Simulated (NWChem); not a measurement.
Species: C₂H₇S cation; SMILES C[SH+]C

```xyz
10

C      0.5198     0.0017    -1.4369
S     -0.5944     0.0712     0.0000
C      0.5198     0.0017     1.4369
H      1.2387    -0.8328    -1.3428
H     -0.1229    -0.1122    -2.3312
H      1.0359     0.9801    -1.4761
H     -1.0316    -1.2289     0.0000
H      1.2387    -0.8328     1.3428
H     -0.1229    -0.1122     2.3312
H      1.0359     0.9801     1.4761
```
Atoms are numbered in this order, from 1.

The geometry was optimised at PBE-D3(BJ)/def2-SVP.

Symmetry labels are those of Cs in the frame above (b1 and b2, or b-type labels, depend on it).

Question: List the 4 lowest vertical singlet excitations from PBE/6-31G* (spherical d), full TDDFT (NWChem).

Answer: 
| state | energy (eV) | oscillator strength | symmetry | leading excitation (squared amplitude) |
|---|---|---|---|---|
| S1 | 7.82 | 0.040 | a' | HOMO → LUMO (0.95) |
| S2 | 8.14 | 0.050 | a" | HOMO → LUMO+1 (0.91) |
| S3 | 8.78 | 0.036 | a" | HOMO−1 → LUMO (0.86) |
| S4 | 8.99 | 0.009 | a' | HOMO → LUMO+2 (0.97) |
